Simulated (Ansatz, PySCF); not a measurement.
F2Sn, charge -1, doublet, at a GFN2-xTB geometry (such geometries of metal compounds can be far from the true shape) (a state made from the parent by changing its charge; the spin is typed, not shown lowest) (core potentials on Sn) (a gas-phase anion, which may not be bound at this level), with bond 2-1 at 1.4 times its length. Base run: CASSCF(5,5)/def2-SVP run with PySCF.

Here is a job for PySCF.
```python
from pyscf import gto, scf, mcscf
import numpy

mol = gto.M(
    atom='''
Sn    0.03692366   -0.02225119    0.32782973
F     1.13739153    2.39760538   -1.39570859
F    -1.02810360   -1.58260008   -0.91800721
''',
    basis='def2-svp',
    ecp={'Sn': 'def2-svp'},
    charge=-1,
    spin=1,
    verbose=4,
)

mf = scf.ROHF(mol)
mf.kernel()
mc = mcscf.CASSCF(mf, 5, 5)
mc.fix_spin_(ss=0.75)
mc.kernel()
occ = numpy.linalg.eigvalsh(mc.fcisolver.make_rdm1(mc.ci, mc.ncas, mc.nelecas))[::-1]
ss = mc.fcisolver.spin_square(mc.ci, mc.ncas, mc.nelecas)[0]
print('natural occupations', occ.round(4), ' <S^2>', round(ss, 4))
```

Programs used: Ansatz (a first-principles code), PySCF; a row that names a program was run with it.

Each row names what was changed in the base input (with any setting that the change needs).

```
change                                                ΔE vs base (kcal/mol)            natural occupations  <S^2> of the state        outcome
----------------------------------------------------  ---------------------  -----------------------------  ------------------  -------------
base                                                                  0.000       1.99 1.97 1.00 0.03 0.01                0.75      converged
solver = newton                                                       0.000       1.99 1.97 1.00 0.03 0.01                0.75      converged
active space = 7 electrons, 6 orbitals                               -0.370  2.00 1.99 1.97 1.00 0.03 0.01                0.75      converged
orbitals = fixed (CASCI); correction = SC-NEVPT2                     -268.2       2.00 1.99 1.00 0.01 0.00                0.75      converged
state_average = 2 states                                                  -                              -                   -  not converged
fix_spin_ = off                                                       0.000       1.99 1.97 1.00 0.03 0.01                0.75      converged
active space = 3 electrons, 4 orbitals                                17.93            1.97 1.00 0.03 0.00                0.75      converged
conv_tol = 1e-5                                                       0.000       1.99 1.97 1.00 0.03 0.01                0.75      converged
orbitals = fixed (CASCI)                                              30.21       2.00 1.99 1.00 0.01 0.00                0.75      converged
code = ansatz; correction = SC-NEVPT2, all electrons                 -271.6                              -                   -      converged
correction = SC-NEVPT2                                               -264.9       1.99 1.97 1.00 0.03 0.01                0.75      converged
```

Active orbitals are taken around the Fermi level unless the row says otherwise; CASSCF can end in different local minima, and two programs can end on different orbitals. State-averaged rows give the lowest state.

Open shells are given as the SCF converged; they aren't shown to be the lowest states, and a large step between rows can be another state.

Ansatz warned in this series: other orbitals give a lower active-space energy.

A gas-phase anion may not be bound at this level; its values then depend on the basis.
